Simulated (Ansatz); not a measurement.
Cost and result for the atomization energy of `[OH][Al]([Br])[Br]` (5 atoms, 4 bonds).

```csv
atom,x (Å),y (Å),z (Å)
O1,-0.1270,1.1190,0.7549
Al2,0.1779,-0.1824,-0.2603
Br3,-1.0973,-2.0223,-0.2044
Br4,1.8916,-0.0411,-1.6769
H5,-0.8451,1.1268,1.3868
```

The species carries charge 0 and has multiplicity 1. Correlated methods include outer-core shells of Br, which these sets cover unevenly. Scalar relativity is left out up to krypton. The structure was optimised at the PBE0-D4/def2-TZVP level. It is one conformer, not always the lowest. Program: Ansatz. All runs use 4 threads of an Arm Neoverse V2 on a shared host. Times are those of one run each, without the atoms' runs, and a repeat can differ threefold. Electronic energies, without spin–orbit coupling; frozen cores. CCSD(T)/CBS adds CCSD(T) − MP2 in def2-TZVPP to the MP2 limit, and its time is that of the two runs behind it. T1 = 0.008. With those shells the extrapolation isn't a true limit. B3LYP takes the VWN-RPA correlation (the form of Gaussian; ORCA's B3LYP/G).

CCSD(T)/CBS is a level of theory with its own doubt, some kJ/mol a heavy atom from the limit and from the frozen cores, so smaller differences don't rank the functionals.

| level | functions | wall time | atomization (kcal/mol) | difference from CCSD(T)/CBS | per bond |
| --- | --- | --- | --- | --- | --- |
| revPBE-D4/def2-TZVPP | 183 | 1.6 s | 392.0 | -16.8 | -4.2 |
| BLYP-D4/def2-TZVPP | 183 | 1.6 s | 393.5 | -15.3 | -3.8 |
| PBE0-D4/def2-TZVPP | 183 | 2.7 s | 397.5 | -11.3 | -2.8 |
| BHLYP-D4/def2-TZVPP | 183 | 2.9 s | 383.3 | -25.5 | -6.4 |
| B3LYP-D4/def2-TZVPP (with forces) | 183 | 4 s | 394.1 | -14.7 | -3.7 |
| B2PLYP/def2-TZVPP | 183 | 4.1 s | 395.1 | -13.7 | -3.4 |
| CCSD(T)/def2-SVP | 101 | 4.5 s | 372.3 | -36.5 | -9.1 |
| ωB97X-V/def2-TZVPP | 183 | 6.5 s | 401.4 | -7.4 | -1.9 |
| B97M-V/def2-TZVPP | 183 | 7 s | 401.7 | -7.1 | -1.8 |
| ωB97M-V/def2-TZVPP (with forces) | 183 | 9.5 s | 400.3 | -8.5 | -2.1 |
| MP2/def2-QZVPP | 335 | 13 s | 420.8 | 12.0 | 3.0 |
| CCSD(T)/def2-TZVPP | 183 | 70 s | 392.3 | -16.5 | -4.1 |
| CCSD(T)/CBS(def2) | – | 82 s | 408.8 | 0.0 | 0.0 |

The D4 term adds +5.4 kcal/mol with B3LYP and +2.8 kcal/mol with PBE0; it sums over pairs of atoms, weighted by their polarisabilities, and B3LYP, whose exchange is more repulsive, gets the larger term. From PBE to PBE0 (25 % exact exchange), in def2-TZVPP and without D4, the atomization energy moves by −7.0 kcal/mol: exact exchange takes away binding that semilocal exchange gives to molecules. In def2-TZVPP, CCSD(T) changes the Hartree–Fock value by +99.1 kcal/mol (the triples alone add +7.9 kcal/mol) and MP2 by +117.9 kcal/mol; breaking electron pairs costs correlation energy, which Hartree–Fock lacks.
